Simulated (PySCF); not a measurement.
**Low-lying terms of Sn(4+) (tin, charge +4)**

Ground state [Kr] 4d10, ¹S. Calculation: PySCF 2.14, in def2-TZVPPD with one added diffuse shell each of s, p, d, f type with the def2 core potential (28 electrons) (8s6p5d3f, 72 functions); scalar relativity through the core potential. Vertical excitation energies in eV without spin-orbit coupling; excited terms of each kind are numbered among those the solver found. Frozen: 4s2 4p6.

```
 term  leading excitation  EOM-EE-CCSD
 1 3D              4d → s       23.275
 1 1D              4d → s       23.988
1 3P°              4d → p       32.955
1 3F°              4d → p       33.468
1 1F°              4d → p       33.850
1 1D°              4d → p       34.403
1 3D°              4d → p       34.433
1 1P°              4d → p       34.465
 1 3S              4d → d       46.583
 1 3G              4d → d       47.345
 1 1G              4d → d       47.505
```

The spin-orbit splitting of the hole, absent here, rivals or exceeds the spacing of these terms, so the LS terms are model states.

The solver can miss terms.
